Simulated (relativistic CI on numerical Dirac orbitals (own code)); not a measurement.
# Hyperfine structure of Pb⁷⁶⁺, mass number 207

Method of calculation: Dirac-Coulomb-Breit CI, KLI orbitals optimised for each configuration, QED by a radiative potential, unscaled Slater integrals (own radial code, finite nucleus).

CI space (outside the closed core 1s2): 2s2 2p2, 2s 2p3, 2p4, 2p3 3s, 2s2 2p 3s, 2p3 3p, 2s2 2p 3p, 2p3 3d, 2s2 2p 3d, 2s 2p2 3s, 2s 2p2 3p, 2s 2p2 3d, 2s2 2p 4s, 2s2 2p 4p, 2s2 2p 4d, 2s2 2p 4f. Levels of other configurations are missing.

Nuclear spin I = 1/2, μ = 0.5906 μN (tables of Stone and Pyykkö). The electronic factors are computed for point nuclear moments, without core polarisation or the Bohr-Weisskopf and QED corrections.

```tsv
Level	E (eV)	A (GHz)
2s2 2p2 3P_1	2286.65	-2018
2s2 2p2 1D_2	2304.84	4845
2s2 2p2 3P_2	4624.38	1426
2s 2p3 5S°_2	4902.33	8813
2s 2p3 3D°_3	4949.01	11180
2s 2p3 3S°_1	5052.57	-12190
2s 2p3 1D°_2	5060.48	-1103
2s 2p3 3P°_1	5065.85	29640
```

Levels with J = 0, under 50 % of one LS term, or S terms without an open s electron are left out. Small factors come from cancelling terms and can be off by tens of per cent or more.

At this charge energies of transitions that change n are usually good to better than 1 %, and those within a shell (Δn = 0) to a few per cent.

Problem. Give the hyperfine levels of 2s2 2p2 3P_1 relative to its centre of gravity.

Solution. With K = F(F + 1) − I(I + 1) − J(J + 1), E = AK/2: F = 1/2: 2018, F = 3/2: -1009 GHz.

LS names give the leading component of a level, which can be under half, so a name can repeat, a term be missing and a line seem to break the LS rules.
